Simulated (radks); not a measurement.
Results of a calculation; reference values are marked as such.
All-electron atom: Lu in [Xe] 4f14 5d1 5f2 (not the ground configuration). Code: a radial shooting solver on a logarithmic mesh with Libxc functionals. Model: scalar-relativistic Kohn-Sham, BLYP, spin-polarised, spherical densities, point nucleus; open shells are filled with parallel spins first (spin-orbit coupling, left out, can overturn this in heavy ions).

Local quantities along the radius. ELF = 1/(1 + alpha^2) is the electron localisation function; alpha = (tau - tau_W)/tau_unif compares the Pauli kinetic energy density with that of the uniform gas (summed over spins); s = |grad rho|/(2 (3 pi^2)^(1/3) rho^(4/3)) is the reduced gradient; r v_xc is r times the local exchange-correlation potential of spin up (hartree bohr); -r V(r) is the screened charge that the Kohn-Sham potential of spin up presents (atomic units). tau is taken from the large components.

r (bohr),ELF,alpha,s,r v_xc,-r V(r)
0.001404,0.999,0.02504,0.7455,-0.1509,70.44
0.001965,0.999,0.02799,0.6577,-0.1812,70.20
0.002772,0.999,0.03335,0.6021,-0.2221,69.84
0.00391,0.998,0.04310,0.5757,-0.2737,69.35
0.005515,0.996,0.06200,0.5763,-0.3345,68.66
0.00778,0.990,0.1026,0.6045,-0.4002,67.73
0.01089,0.962,0.1987,0.6580,-0.4610,66.50
0.01536,0.823,0.4640,0.7189,-0.5086,64.83
0.02166,0.464,1.075,0.6792,-0.5390,62.65
0.03056,0.341,1.391,0.4188,-0.5884,59.85
0.0431,0.599,0.8188,0.2807,-0.7421,56.37
0.06031,0.742,0.5900,0.3862,-0.8760,52.19
0.08508,0.495,1.010,0.4860,-0.9033,47.06
0.12,0.386,1.262,0.2557,-0.9659,41.18
0.1693,0.710,0.6397,0.2935,-1.197,34.78
0.2369,0.524,0.9525,0.5404,-1.155,28.21
0.3341,0.315,1.473,0.2119,-1.116,21.45
0.4713,0.708,0.6421,0.2821,-1.414,15.15
0.6648,0.531,0.9394,0.5459,-1.307,9.959
0.9378,0.354,1.352,0.5308,-1.147,6.405
1.312,0.566,0.8761,0.6226,-1.114,4.229
1.851,0.434,1.141,1.120,-0.9214,2.914
2.611,0.090,3.186,2.006,-0.6840,2.199
3.683,0.012,9.176,2.620,-0.5021,1.713
5.195,0.005,14.00,0.4243,-0.1994,1.089
7.27,0.031,5.636,0.08239,-0.7399,1.266
10.26,0.056,4.100,0.8851,-0.7496,0.9502
14.47,0.027,5.959,2.130,-0.5861,0.6261
20.41,0.003,17.91,5.628,-0.3715,0.3749
28.78,0.000,119.0,20.31,-0.2219,0.2220

On this mesh the ELF has minima near r = 0.031, 0.10, 0.28, 0.94, 4.4 bohr, which separate the shells, and maxima near 0.060 (0.74), 0.20 (0.71), 0.47 (0.71), 1.3 (0.57).
